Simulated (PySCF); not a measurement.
## He⁺ (helium, charge +1): UHF calculation

Configuration: 3d1, 2D determinant (an excited configuration). Computed with PySCF 2.14 in aug-cc-pVTZ with one added diffuse shell each of s, p, d type (5s4p3d, 32 functions), with no relativity, point nucleus.

```
Total energy                                                  : -0.185619 hartree
One-electron energy                                           : -0.1856 hartree
Hartree (Coulomb) energy                                      : 0.1283 hartree
Exchange energy                                               : -0.1283 hartree
Kinetic energy                                                : 0.39567 hartree
⟨S²⟩                                                          : 0.7500
⟨L²⟩                                                          : 6.000
Sum of ⟨r⟩                                                    : 3.800 bohr
Sum of ⟨r²⟩                                                   : 15.66 bohr²
Traceless quadrupole moment −½Σ⟨3z² − r²⟩ along its main axis : 4.47 e·bohr²
Density at the nucleus (Gaussians lack the cusp)              : 0 bohr⁻³
Langevin diamagnetic susceptibility                           : -12.4 ×10⁻⁶ cm³/mol
```

| shell | electrons | mean orbital energy (eV) | rms radius, mean of both spins (bohr) |
| --- | --- | --- | --- |
| 3d α | 1 | -5.051 | 3.96 |

The outer electron is Rydberg-like, and this basis confines it to a smaller radius and binds it less than a complete one would.

Spin-orbit constants ζ (cm⁻¹) from the X2C one-electron operator on these orbitals (non-relativistic here): bare nucleus, nucleus screened by l(l+1)(2l+1)/3 electrons, and screened by the Breit-Pauli mean field of the electrons.

```csv
shell,bare,screened nucleus,mean field
3d,0.4371,0.4371,0.4070
```

To first order the Landé constant is A = 0.4070 cm⁻¹, so the lowest level has J = 3/2 and lies 7.57e-05 eV below the centre of the term.
